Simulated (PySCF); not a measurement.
Predicted microwave data (PBE0/pcSseg-1 in PySCF (dipole) on a GFN2-xTB geometry, gas phase) for one isomer of C5H7NO2:

- Rotational constants: A = 3511, B = 1925, C = 1263 MHz
- Dipole components: |μa| = 0.17 D, |μb| = 0.22 D, |μc| = 0.00 D
- Inertial defect: -6.31 u·Å²
- κ: -0.41

Task: Which candidate fits, each taken in the one conformer that was computed?
A. `[NH2:1][C:2](=[O:3])[C:4](=[O:5])[CH:6]1[CH2:7][CH2:8]1` with H–N1–C2–O3 0° and 180°, N1–C2–C4–O5 0°, C2–C4–C6–C7 147°
B. `[CH3:1][O:2][c:3]1[n:4][cH:5][o:6][c:7]1[CH3:8]` with C1–O2–C3–N4 0°
C. `[CH3:1][O:2][C@@:3]1([C:4]#[N:5])[CH2:6][CH2:7][O:8]1` with C1–O2–C3–C4 63°

Result: B. It is COc1ncoc1C, an asymmetric top, point group Cs. The candidates at the same level (rigid rotor, commonest isotopes):

```tsv
SMILES	A (MHz)	B (MHz)	C (MHz)	μa (D)	μb (D)	μc (D)	Δ (u·Å²)	point group	rotor
CO[C@@]1(C#N)CCO1	2693	2153	1517	2.31	2.14	0.90	-89.19	C1	asymmetric top
COc1ncoc1C	3511	1925	1263	0.17	0.22	0.00	-6.31	Cs	asymmetric top
NC(=O)C(=O)C1CC1	4346	1420	1166	0.14	0.99	0.00	-39.01	Cs	asymmetric top
```

`NC(=O)C(=O)C1CC1` has B 26 % too low; `CO[C@@]1(C#N)CCO1` has A 23 % too low. In the right answer the mirror of this Cs structure is the ab plane, so μc vanishes by symmetry. No structure here is proved a minimum.
